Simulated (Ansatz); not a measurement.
Ansatz (a quantum-chemistry and plane-wave program) input (PBE/6-31G* with LANL2DZ past Ar): The .json file joins the Basis Set Exchange's 6-31G* for atoms up to Ar and LANL2DZ past it.

Ansatz 0.2 input:
```yaml
crystal:
  periodic: [false, false, false]
  atoms:
    - {symbol: Mo, position_ang: [-0.11954800, 0.03556100, 0.02608200]}
    - {symbol: H, position_ang: [0.73311600, -0.90294900, 1.26910100]}
    - {symbol: H, position_ang: [0.91259500, 1.46497600, 0.02768500]}
    - {symbol: H, position_ang: [0.70727000, -1.04336400, -1.09948500]}
    - {symbol: H, position_ang: [0.21405600, -0.52490400, -1.62543800]}
    - {symbol: H, position_ang: [0.99316700, -1.25159000, 0.49482100]}
    - {symbol: H, position_ang: [1.46080000, 0.76427300, -0.16213800]}
basis:
  gaussian:
    orbitals: 6-31Gs+LANL2DZ.json
hamiltonian:
  xc: {name: PBE}
total_charge: 1
magnetization: {spin_polarized: true, initial_magnetization: 1}
output: {forces: true}
```

Output:

```
Functional definition: PBE
integrals: 0.01 GiB planned
484 factors; integrals over basis functions are off by at most 4.0e-4 eV
mean field: 0.10 GiB planned
mean field evaluation 1: about -1915.7524 eV, gradient 3.2e1 eV
mean field evaluation 2: about -1884.0327 eV, gradient 6.8e1 eV
mean field evaluation 4: about -1922.6100 eV, gradient 2.9e0 eV
mean field evaluation 8: about -1922.6548 eV, gradient 5.3e-2 eV
mean field evaluation 16: about -1920.7426 eV, gradient 5.3e0 eV
mean field -1922.65481019 eV, -70.6562610521 hartree, gradient 6.3e-5 eV, S^2 0.753990; 3 other end points of the search recorded, 0 dependent functions left out
the calculation of the forces begins
reference -1922.65489467 eV, -70.6562641568 hartree; 10, 9 occupied and 24, 25 virtual orbitals, 484 factors
Total energy: -1922.65489467 eV, -70.6562641568 hartree
Atom 0 at    -0.119548     0.035561     0.026082 Å, force    -0.199644     0.073895     0.045452 eV/Å
Atom 1 at     0.733116    -0.902949     1.269101 Å, force    -0.046189     0.144762     0.292435 eV/Å
Atom 2 at     0.912595     1.464976     0.027685 Å, force    -0.219514     0.284099     0.076469 eV/Å
Atom 3 at     0.707270    -1.043364    -1.099485 Å, force     0.194525    -0.229106     0.106218 eV/Å
Atom 4 at     0.214056    -0.524904    -1.625438 Å, force    -0.136856     0.210797    -0.213172 eV/Å
Atom 5 at     0.993167    -1.251590     0.494821 Å, force     0.136065    -0.186528    -0.219785 eV/Å
Atom 6 at     1.460800     0.764273    -0.162138 Å, force     0.271614    -0.297919    -0.087617 eV/Å
Dipole moment:    -0.186041    -0.016960     0.031147 e Å
```

The dipole moment of an ion depends on the origin.

The geometry given is a B3LYP-D3(BJ)/def2-TZVP minimum.
